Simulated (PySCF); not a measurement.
Si(H)(NCO)(OH)2 (CH3NO3Si), SMILES O[SiH](N=C=O)O. The structure is a stationary point at PBE-D3(BJ)/def2-SVP. The structure was generated by enumeration, and PubChem lists no compound with its InChIKey, so it may never have been made. One conformer was computed; it need not be the lowest.

Computed equilibrium geometry at PBE-D3(BJ)/def2-SVP (PySCF confirms it by a frequency run) as Cartesian coordinates in Å (one conformer of several):
```xyz
9

Si    -0.9051    -0.0578     0.4013
O     -1.6545    -1.2058    -0.5337
O     -1.5933     1.4341     0.1164
N      0.7865     0.1049     0.0251
C      1.9748    -0.0872    -0.1173
O      3.1366    -0.2378    -0.2707
H     -1.0438    -0.5342     1.8018
H     -1.7908    -0.9614    -1.4662
H     -0.9594     2.1711     0.0780
```
Charge 0, spin multiplicity 1.
